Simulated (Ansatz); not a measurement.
Consider the ligand exchange at the Si–N bond: `NN([SiH3])[SiH3]` + `N[SiH](N)O` → `N[SiH](N)O[SiH3]` + `NN[SiH3]`.

Isolated molecules relaxed with PBE0-D4/def2-TZVP in Ansatz; ΔE leaves out vibrations. CBS: MP2 limit from def2 TZ/QZ plus the TZ coupled-cluster correction, frozen cores. Functionals use def2-TZVPP. B3LYP here is the variant with VWN-RPA as its local correlation; programs differ in this. Each species was taken in one conformer, which may not be the lowest.

| level | ΔE (kJ/mol) | difference from CCSD(T)/CBS |
| --- | --- | --- |
| PBE-D4 | -44.5 | 5.0 |
| r2SCAN-D4 | -51.5 | -2.0 |
| PBE0-D4 | -49.2 | 0.3 |
| B3LYP-D4 | -53.6 | -4.1 |
| ωB97X-V | -52.3 | -2.8 |
| ωB97M-V | -50.7 | -1.2 |
| r2SCAN | -51.5 | -2.0 |
| PBE0 | -50.0 | -0.5 |
| B3LYP | -55.9 | -6.4 |
| HF/def2-TZVPP | -68.0 | -18.5 |
| CCSD(T)/def2-TZVPP | -48.1 | 1.4 |
| MP2/def2-QZVPP | -48.4 | 1.1 |
| SCS-MP2/def2-QZVPP | -51.6 | -2.1 |
| HF/CBS(def2) | -69.3 | -19.8 |
| MP2/CBS(def2) | -48.6 | 0.9 |
| CCSD/CBS(def2) | -52.8 | -3.3 |
| CCSD(T)/CBS | -49.5 | 0 |

Largest T1 diagnostic among the species: 0.011.

In def2-TZVPP, CCSD(T) changes the Hartree–Fock value by +19.9 kJ/mol (the triples alone add +3.3 kJ/mol) and MP2 by +20.9 kJ/mol. From PBE to PBE0 (25 % exact exchange), in def2-TZVPP and without D4, ΔE moves by −4.3 kJ/mol.
